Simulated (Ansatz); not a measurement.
Reactions of `[F][SbH][F]`.

Calculated with Ansatz (gas phase, PBE0-D4/def2-TZVP geometries, no zero-point term in ΔE). CCSD(T)/CBS adds triple-zeta CCSD(T) − MP2 to the extrapolated MP2 energy (def2 sets, frozen cores). This one scheme is used for every species, atoms too. Open shells (•) are unrestricted, without spin–orbit coupling. Spin–orbit coupling would lower the free atoms: a little for F. Elements past krypton have def2 core potentials. For Sb outer-core shells are correlated without core-valence functions, so the limit isn't a true one: a few kJ/mol of doubt a bond, and 10 to 20 or more in all where bonds break to atoms.

Q: Order these by ΔE at CCSD(T)/CBS, lowest first. (An estimate is asked.)
A. `[F][SbH][F]` + `[SbH3]` → `[F][SbH][SbH2]` + H–F
B. `[F][SbH][F]` → F• + `[F][SbH]`•
C. `[F][SbH][F]` → 2 F• + H• + Sb•

A: A (-18.1 kJ/mol), B (+472.1 kJ/mol), C (+1146.6 kJ/mol).

Largest T1 diagnostic: 0.016, for `[F][SbH]`•.
